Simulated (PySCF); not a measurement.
Compound: C6H5N3.
Cartesian coordinates in Å at the GFN2-xTB level; atoms count from 1:
```
atom  x, y, z in Å
N1     3.2643   -1.8493   -0.3182
C2     2.3349   -1.1876   -0.2119
C3     1.1888   -0.3663   -0.0795
C4     1.3292    1.0111    0.1326
C5     0.1714    1.7551    0.2575
N6    -1.0458    1.2449    0.1887
C7    -1.1826   -0.0646   -0.0203
N8    -2.4542   -0.5271   -0.1409
C9    -0.0794   -0.9209   -0.1590
H10    2.3048    1.4640    0.1973
H11    0.2111    2.8230    0.4277
H12   -2.6339   -1.5129   -0.0774
H13   -3.1925    0.1085    0.1061
H14   -0.2169   -1.9783   -0.3249
```

Definitions: NICS(0) = −σiso at the ring centroid; NICS(1) = −σiso and NICS(1)zz = −σzz at ±1 Å along the ring normal z. Level: GIAO PBE0/pcSseg-1 (PySCF, non-relativistic, gas phase) on the GFN2-xTB geometry, one conformer.

Ring bond lengths (Å), with Mayer bond orders in brackets: C3–C4 1.401 (1.33), C4–C5 1.382 (1.41), C5–N6 1.322 (1.50), N6–C7 1.333 (1.42), C7–C9 1.403 (1.26), C9–C3 1.386 (1.42).

Task: Give the NICS values of each ring in ppm.

Result: 
```
             ring                                               type  NICS(0)  NICS(1), two faces  NICS(1)zz, two faces  rms pucker (Å)  centre to ring atoms, mean (Å)
C3–C4–C5–N6–C7–C9  6-membered ring with N; formal bonds all aromatic     -6.7         -9.3 / -9.4         -21.7 / -21.9            0.00                            1.37
```

Task: What do they say, and how far can they be read as aromaticity?

Result: 
- C3–C4–C5–N6–C7–C9: mean NICS(1)zz -21.8 ppm, shielded. For a flat ring without four-coordinate atoms the NICS criterion counts such a value as aromatic.

Task: What does the geometric index give? HOMA = 1 − mean of α(R − Ropt)² over the ring bonds, with Krygowski's 1993 parameters (CC: Ropt 1.388 Å, α 257.7 Å⁻²; CN: Ropt 1.334 Å, α 93.52 Å⁻²).

Result: 
- C3–C4–C5–N6–C7–C9: HOMA 0.98; the largest term is that of C7–C9, α(R − Ropt)² = 0.06. The geometric and the magnetic index point the same way.

Task: What is the mean of the two in-plane components of NICS at the second NICS(1) probe listed for ring C3–C4–C5–N6–C7–C9, 1 Å off the ring?

Result: The isotropic value is a third of the trace: (3 × -9.4 − (-21.9))/2 = -3.2 ppm.

Task: How shielded are the nuclei of the rings and their hydrogens (means over atoms taken as equivalent)?

Result: 
| atoms | environment | σ isotropic (ppm) |
| --- | --- | --- |
| C3 | substituted aromatic carbon | 59.7 |
| C4 | aromatic CH carbon | 66.9 |
| C5 | aromatic CH next to a ring nitrogen | 30.4 |
| N6 | pyridine-type nitrogen | -45.2 |
| C7 | aromatic carbon bearing nitrogen | 24.4 |
| C9 | aromatic CH carbon | 74.4 |
| H10 | aromatic hydrogen | 24.87 |
| H11 | aromatic hydrogen | 23.18 |
| H14 | aromatic hydrogen | 25.15 |
